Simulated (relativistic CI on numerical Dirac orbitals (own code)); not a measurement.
Method of calculation: Dirac-Coulomb-Breit CI, KLI orbitals optimised for each configuration, model QED (radiative potential, 1s self-energy scaled to tabulated hydrogen-like ionisation energies), unscaled Slater integrals (own radial code, finite nucleus).

CI space (outside the closed core [Ne]): 3s2.3p2, 3s2.3p.3d, 3s.3p3, 3s2.3d2, 3p4, 3s.3p2.3d, 3p2.3d2, 3s.3p.3d2, 3p3.3d, 3s2.3d.4s, 3s2.3d.4p, 3s.3p.3d.4s, 3s2.3p.4s, 3p3.4s, 3s.3p.3d.4p, 3p3.4p, 3s2.3p.4p, 3p2.3d.4s, 3s2.3p.4d, 3s2.3p.4f, 3s.3p2.4s, 3p2.3d.4p, 3s.3p2.4p, 3s.3p2.4d, 3s.3p2.4f, 3s2.4s2, 3s2.3p.5s, 3s2.3p.5p, 3s2.4s.4p, 3s2.3p.5d, 3s2.3p.5f, 3s2.3p.5g, 3s2.4p2, 3s.3p.4s2, 3s.3p.4s.4p, 3s.3p2.5s. Levels of other configurations are missing.

At this charge energies of transitions that change n are usually good to better than 1 %, and those within a shell (Δn = 0) to a few per cent.

Outline of the computed level scheme of Pb LXIX. Lowest level of each configuration: 3s2.3p2 3P_0 at 0.00 eV; 3s.3p3 3P°_2 at 777.66 eV; 3s2.3p.3d 3F°_2 at 827.80 eV; 3s.3p2.3d 3D_1 at 1034.00 eV; 3p4 3P_2 at 1603.80 eV.

Some strong electric-dipole decays among the lowest 45 levels: 3s2.3p.3d 3D°_1 → 3s2.3p2 3P_0 (1.2e+13 s⁻¹); 3s.3p2.3d 3D_1 → 3s.3p3 3D°_1 (1.1e+13 s⁻¹); 3s2.3p.3d 3P°_1 → 3s2.3p2 3P_1 (9.1e+12 s⁻¹); 3s2.3p.3d 3D°_2 → 3s2.3p2 1D_2 (8.9e+12 s⁻¹); 3s2.3p.3d 3P°_0 → 3s2.3p2 3P_1 (8.1e+12 s⁻¹); 3s.3p2.3d 3D_2 → 3s.3p3 3P°_2 (7.8e+12 s⁻¹); 3s.3p2.3d 3P_0 → 3s.3p3 3D°_1 (6.7e+12 s⁻¹); 3s.3p2.3d 3D_1 → 3s2.3p.3d 3F°_2 (6.4e+12 s⁻¹).

LS names give the leading component of a level, which can be under half, so a name can repeat, a term be missing and a line seem to break the LS rules.
